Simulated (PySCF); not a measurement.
Sn(H)(F)2(Et), C2H6F2Sn, SMILES [F][SnH]([CH2]C)[F] (PBE0/def2-SVP optimised geometry):

```
11

Sn    -0.750    -0.945     0.000
F      1.188    -0.945     0.000
F     -1.188     0.945     0.000
C     -1.380    -1.674     1.913
C     -2.101    -0.615     2.736
H     -1.212    -1.542    -1.532
H     -2.001    -2.568     1.747
H     -0.448    -2.009     2.396
H     -3.040    -0.291     2.262
H     -2.353    -1.010     3.733
H     -1.485     0.284     2.878
```

Level of theory: PBE0/def2-TZVP, def2 effective core potentials past Kr (PySCF).

**Question.** What are the frontier orbital energies and the dipole moment?

**Answer.** HOMO-2 -10.45 eV, HOMO-1 -10.14 eV, HOMO -8.67 eV, LUMO -0.76 eV, LUMO+1 -0.44 eV; dipole moment 4.25 D.

On the same geometry PBE/def2-TZVP, def2 effective core potentials past Kr (PySCF 2.14.0) gives HOMO-2 -8.50 eV, HOMO-1 -8.42 eV, HOMO -7.37 eV, LUMO -1.74 eV, LUMO+1 -1.19 eV; dipole moment 4.05 D.
